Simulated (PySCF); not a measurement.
A geometry optimisation on ZrH2Cl2 (`[H][Zr]([H])([Cl])[Cl]`).

Method: PBE0-D3(BJ)/def2-SVP geometry optimisation, gas phase, def2 core potentials past Kr (PySCF 2.14.0). Start geometry: GFN2-xTB. The input is one job of a driver script: a line of settings, then coordinates in Å.

Input:
```
{"job": {"xc": "PBE0", "basis": "def2-SVP", "d3": "d3bj", "grid": 1, "maxiter": 40, "kind": "geom"}, "charge": 0, "multiplicity": 1}
Zr     0.210050    -0.000140     0.144380
H      0.024700    -0.016800     1.945890
H      1.829850     0.020350    -0.667150
Cl    -1.046170     1.735040    -0.696290
Cl    -1.018420    -1.738450    -0.726830
```

Output:
```
step   0  E = -968.15648910  max force = 0.016128
step   1  E = -968.16084054  max force = 0.005948
step   2  E = -968.16276115  max force = 0.001541
step   3  E = -968.16295451  max force = 0.000713
step   4  E = -968.16298954  max force = 0.000758
step   5  E = -968.16300366  max force = 0.000529
step   6  E = -968.16301101  max force = 0.000352
step   7  E = -968.16302158  max force = 0.000596
step   8  E = -968.16277835  max force = 0.002314
step   9  E = -968.16299764  max force = 0.001363
step  10  E = -968.16301338  max force = 0.001503
step  11  E = -968.16305840  max force = 0.001274
step  12  E = -968.16312006  max force = 0.000901
step  13  E = -968.16316464  max force = 0.000689
step  14  E = -968.16319687  max force = 0.000652
step  15  E = -968.16322331  max force = 0.000579
step  16  E = -968.16323486  max force = 0.000515
step  17  E = -968.16324360  max force = 0.000387
step  18  E = -968.16325225  max force = 0.000327
optimisation converged
```

Energies in Eh; «max force» is the largest Cartesian gradient component in Eh/bohr.

Problem. How much energy does the optimisation release, in kJ/mol?

Solution. E(step 0) − E(last step) = 0.006763 Eh, which is 17.8 kJ/mol.

Problem. Give the first gradient maximum in eV/Å.

Solution. With 1 Eh/bohr = 51.422 eV/Å, 0.829 eV/Å.

Main results: final energy -968.16325 Eh after 18 steps; dipole 0.37 D.

Problem. Where do the atoms end?

Solution. 0.181 Å rms from the input after alignment:
```
atom  x, y, z in Å
Zr1    0.0496   -0.0095    0.0531
H2    -0.2743   -0.1716    1.8509
H3     1.8529   -0.1033   -0.2656
Cl4   -0.6628    2.0864   -0.6316
Cl5   -0.9655   -1.8020   -1.0068
```

Problem. Estimate the wall time. Hardware: one thread, x86-64 server (shared host).

Solution. About 50 s.
Labels such as C1 count atoms from 1, the log's own numbers from 0.
